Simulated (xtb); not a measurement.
C₂H₈Si, charge -1, sextet, at a GFN2-xTB geometry of the parent state (a state made from the parent by changing its charge; the spin is typed, not shown lowest); GFN2-xTB (xtb 6.7.1).

The xtb input:
```
$ xtb mol.xyz --gfn 2 --chrg -1 --uhf 5 --json

# file mol.xyz
11

Si     0.03650868    -0.43358551    -0.36506908
C      1.53191656     0.70441567     0.02861087
C     -1.59065987    -0.00589436     0.55995963
H      0.46724025    -1.52735877     0.70404817
H     -0.37186778     0.39533234    -1.65687226
H      1.34621183     1.75174186    -0.21270753
H      2.39066139     0.39036855    -0.56581887
H      1.83806322     0.66049289     1.07444571
H     -2.37613896    -0.69396234     0.24531692
H     -1.94958563     1.00202826     0.34811715
H     -1.50324592    -0.09957350     1.64301481
```

Question: What does xtb print? Leave out banner, timings and long lists.

Answer: 
```
   ID    Z sym.   atoms
    1   14 Si     1
    2    6 C      2, 3
    3    1 H      4-11

           -------------------------------------------------
          |                Calculation Setup                |
           -------------------------------------------------

           -------------------------------------------------
          |                 G F N 2 - x T B                 |
           -------------------------------------------------

          ...................................................
          :                      SETUP                      :
          :.................................................:
          :  # basis functions                  26          :
          :  # atomic orbitals                  25          :
          :  # shells                           15          :
          :  # electrons                        21          :
          :  max. iterations                   250          :
          :  Hamiltonian                  GFN2-xTB          :
          :  restarted?                      false          :
          :  GBSA solvation                  false          :
          :  PC potential                    false          :
          :  electronic temp.          300.0000000     K    :
          :  accuracy                    1.0000000          :
          :  -> integral cutoff          0.2500000E+02      :
          :  -> integral neglect         0.1000000E-07      :
          :  -> SCF convergence          0.1000000E-05 Eh   :
          :  -> wf. convergence          0.1000000E-03 e    :
          :  Broyden damping             0.4000000          :
          :  net charge                         -1          :
          :  unpaired electrons                  5          :
          ...................................................

 iter      E             dE          RMSdq      gap      omega  full diag
   1     -9.4047190 -0.940472E+01  0.127E+01    0.05       0.0  T
   2     -9.5270079 -0.122289E+00  0.890E+00    1.00       1.0  T
   3     -9.5798315 -0.528235E-01  0.704E+00    0.44       1.0  T
   4     -9.5809644 -0.113296E-02  0.371E+00    0.92       1.0  T
   5     -9.6316416 -0.506772E-01  0.200E+00    0.83       1.0  T
   6     -9.6401250 -0.848338E-02  0.941E-01    0.85       1.0  T
   7     -9.6411412 -0.101625E-02  0.374E-01    0.87       1.0  T
   8     -9.6384818  0.265939E-02  0.951E-01    0.85       1.0  T
   9     -9.6413521 -0.287029E-02  0.348E-01    0.87       1.0  T
  10     -9.6416577 -0.305606E-03  0.214E-01    0.86       1.0  T
  11     -9.6408804  0.777340E-03  0.509E-01    0.87       1.0  T
  12     -9.6410844 -0.203996E-03  0.452E-01    0.87       1.0  T
  13     -9.6418341 -0.749707E-03  0.461E-02    0.86       1.0  T
  14     -9.6418271  0.701800E-05  0.631E-02    0.86       1.0  T
  15     -9.6418405 -0.134205E-04  0.150E-02    0.86       2.0  T
  16     -9.6418413 -0.868245E-06  0.161E-03    0.86      18.7  T
  17     -9.6418414 -0.591101E-08  0.367E-04    0.86      82.2  T
  18     -9.6418414 -0.584166E-09  0.893E-05    0.86     337.8  T

   *** convergence criteria satisfied after 18 iterations ***

         :::::::::::::::::::::::::::::::::::::::::::::::::::::
         ::                     SUMMARY                     ::
         :::::::::::::::::::::::::::::::::::::::::::::::::::::
         :: total energy              -9.513570484472 Eh    ::
         :: gradient norm              0.130564987741 Eh/a0 ::
         :: HOMO-LUMO gap              0.862939971026 eV    ::
         ::.................................................::
         :: SCC energy                -9.641837416604 Eh    ::
         :: -> isotropic ES            0.111581515142 Eh    ::
         :: -> anisotropic ES          0.002858925803 Eh    ::
         :: -> anisotropic XC         -0.016215562636 Eh    ::
         :: -> dispersion             -0.006333704559 Eh    ::
         :: repulsion energy           0.128266932132 Eh    ::
[...]
        13        1.0000            0.2102264               5.7206 (HOMO)
        14                          0.2419389               6.5835 (LUMO)
        15                          0.2888132               7.8590
        16                          0.3231587               8.7936
        17                          0.3605228               9.8103
        18                          0.3718821              10.1194
        19                          0.3915301              10.6541
        20                          0.4238442              11.5334
        21                          0.4274626              11.6318
        22                          0.4408579              11.9964
        23                          0.5709902              15.5374
        24                          0.7238610              19.6973
        25                          1.2267565              33.3817
      -------------------------------------------------------------
                  HL-Gap            0.0317125 Eh            0.8629 eV
             Fermi-level            0.0256009 Eh            0.6966 eV

     #   Z          covCN         q      C6AA      α(0)
     1  14 Si       3.441    -0.201   124.398    21.771
     2   6 C        3.645    -0.061    22.032     6.746
     3   6 C        3.645    -0.061    22.032     6.746
     4   1 H        0.849    -0.133     6.940     4.128
     5   1 H        0.849    -0.138     7.138     4.187
     6   1 H        0.924    -0.056     4.237     3.219
     7   1 H        0.924    -0.099     5.529     3.677
     8   1 H        0.924    -0.048     4.046     3.146
     9   1 H        0.924    -0.099     5.529     3.677
    10   1 H        0.924    -0.056     4.237     3.219
    11   1 H        0.924    -0.048     4.046     3.146

 Mol. C6AA /au·bohr⁶  :       1475.902622
 Mol. C8AA /au·bohr⁸  :      42472.551273
 Mol. α(0) /au        :         63.662393

Wiberg/Mayer (AO) data.
largest (>0.10) Wiberg bond orders for each atom

 ---------------------------------------------------------------------------
     #   Z sym  total        # sym  WBO       # sym  WBO       # sym  WBO
 ---------------------------------------------------------------------------
     1  14 Si   1.918 --     5 H    0.521     4 H    0.512     2 C    0.437
                             3 C    0.437
     2   6 C    3.485 --     6 H    1.002     8 H    1.001     7 H    0.946
                             1 Si   0.437
     3   6 C    3.485 --    10 H    1.002    11 H    1.001     9 H    0.946
                             1 Si   0.437
     4   1 H    0.637 --     1 Si   0.512
     5   1 H    0.641 --     1 Si   0.521
     6   1 H    0.993 --     2 C    1.002
     7   1 H    0.985 --     2 C    0.946
     8   1 H    0.993 --     2 C    1.001
     9   1 H    0.985 --     3 C    0.946
    10   1 H    0.993 --     3 C    1.002
    11   1 H    0.993 --     3 C    1.001
 ---------------------------------------------------------------------------

Topologies differ in total number of bonds
Writing topology from bond orders to xtbtopo.mol

molecular dipole:
                 x           y           z       tot (Debye)
 q only:        0.002       0.082       0.123
   full:       -0.115       1.247       0.991       4.059
molecular quadrupole (traceless):
                xx          xy          yy          xz          yz          zz
 q only:       -4.780      -1.563       2.417       1.045       1.147       2.363
  q+dip:       -4.632      -1.851       1.647       1.765      -1.522       2.985
   full:       -0.972      -1.000       0.106       1.262      -3.843       0.866

           -------------------------------------------------
          | TOTAL ENERGY               -9.513570484472 Eh   |
          | GRADIENT NORM               0.130564987741 Eh/α |
          | HOMO-LUMO GAP               0.862939971026 eV   |
           -------------------------------------------------

normal termination of xtb
```
